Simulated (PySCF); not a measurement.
# From a computed spectrum to the compound

A species of 4 atoms with charge 3 has these harmonic modes (PBE0, small Gaussian bases with core potentials, PySCF 2.14.0):

| cm⁻¹ | km/mol | symmetry |
| --- | --- | --- |
| 266 | 65.3 | π |
| 266 | 65.3 | π |
| 419 | 23.9 | σ+ |
| 860 | 11.3 | π |
| 860 | 11.3 | π |
| 2108 | 1140.2 | σ+ |
| 3082 | 261.9 | σ+ |

Question: Which species is it, and in which structure?

Answer: [Bi(HCN)]3+ (singlet):
```xyz
4

Bi    0.0000    0.0000   -0.3185
N     0.0000    0.0000    1.8589
C     0.0000    0.0000    3.0289
H     0.0000    0.0000    4.1540
```
Ideal gas at 298.15 K and 1 bar: S = 268.8 J/(mol K), Cp = 54.3 J/(mol K), H − H(0 K) = 12.2 kJ/mol (rigid rotor, harmonic modes, spin degeneracy alone). 
 Other answers can fit too; this one was computed.
